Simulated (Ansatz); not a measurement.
Ta₄Si₃. Total charge 0; quintet. Geometry PBE-D4/def2-SVP; atoms count from 1.

```xyz
7

Ta    0.6702    1.4832   -0.5217
Ta   -1.6401    0.2575   -0.7402
Ta    0.9042   -0.8712    0.4947
Ta    0.3639   -0.7687   -2.0873
Si   -1.0679   -2.1892   -0.5999
Si   -0.7926    0.8368    1.5326
Si    1.5623    1.2515    1.9217
```

In the def2 sets Ta takes a core potential; there is no spin–orbit coupling. At PBE0-D4/def2-TZVP a triplet of charge 0 lies 0.38 eV below the quintet, each at its own geometry. The structure comes from a short search, and lower isomers may exist.

(1) Estimate the Mulliken populations from the PBE0/def2-TZVP orbitals of Ansatz.

(2) Where does the spin sit?

(3) And the Mayer bond orders between bonded heavy atoms (over 0.3)?

Results:

(1) 
```tsv
atom	charge (e)	spin (α − β)	d electrons
Ta1	0.24	0.88	3.50
Ta2	0.16	0.16	3.58
Ta3	0.35	0.36	3.49
Ta4	0.08	1.57	3.56
Si5	-0.33	0.14	–
Si6	-0.18	0.17	–
Si7	-0.32	0.73	–
```
Mulliken values and Mayer orders depend strongly on the basis.

(2) Summed by element: Ta 2.96, Si 1.04, of 4 unpaired in all. Largest on single atoms: Ta4 1.57, Ta1 0.88, Si7 0.73.

(3) Ta1–Ta2 1.39 (2.62 Å); Ta1–Ta3 1.45 (2.58 Å); Ta1–Ta4 1.11 (2.76 Å); Ta1–Si6 0.74 (2.60 Å); Ta1–Si7 0.98 (2.61 Å); Ta2–Ta3 0.56 (3.05 Å); Ta2–Ta4 1.45 (2.62 Å); Ta2–Si5 1.15 (2.52 Å); Ta2–Si6 1.11 (2.49 Å); Ta3–Ta4 1.34 (2.64 Å); Ta3–Si5 0.86 (2.61 Å); Ta3–Si6 0.78 (2.62 Å); Ta3–Si7 0.88 (2.64 Å); Ta4–Si5 1.20 (2.51 Å); Si6–Si7 0.78 (2.42 Å).
